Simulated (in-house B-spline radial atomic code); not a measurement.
Spin-orbit splittings of orbital energies (j = l + 1/2 less j = l - 1/2) and ratios of mean radii (lower j over upper j) along the 13-electron series, configuration [Ne] 3s2 3p1. Computed with a B-spline radial code for spherical atoms: Dirac-Hartree-Fock, average of the configuration, finite nuclei.

```
  ion   Z  splitting of 3p (eV)  radius ratio of 3p  splitting of 2p (eV)  radius ratio of 2p
Nd47+  60                137.88              0.9622                538.79             0.93183
Pm48+  61                     ?                   ?                     ?                   ?
Sm49+  62                160.67             0.95937                624.17             0.92685
Eu50+  63                173.13              0.9579                670.74             0.92428
Gd51+  64                     ?                   ?                     ?                   ?
Tb52+  65                200.38             0.95487                772.27             0.91898
```

Task: Fill in the row of Pm48+.

Result: splitting of 3p (eV): 148.93; radius ratio of 3p: 0.9608; splitting of 2p (eV): 580.23; radius ratio of 2p: 0.92937.

Task: Fill in the row of Gd51+.

Result: splitting of 3p (eV): 186.36; radius ratio of 3p: 0.9564; splitting of 2p (eV): 720.06; radius ratio of 2p: 0.92166.

Task: With what power of Z does the column «splitting of 3p (eV)» change over this range?

Result: A fit of the logarithm of its size against log Z from Z = 60 to 65 has slope 4.67. An unscreened hydrogenic electron would give 4 at low Z; screening makes the apparent power larger near the neutral end, and relativity raises it again at high Z.
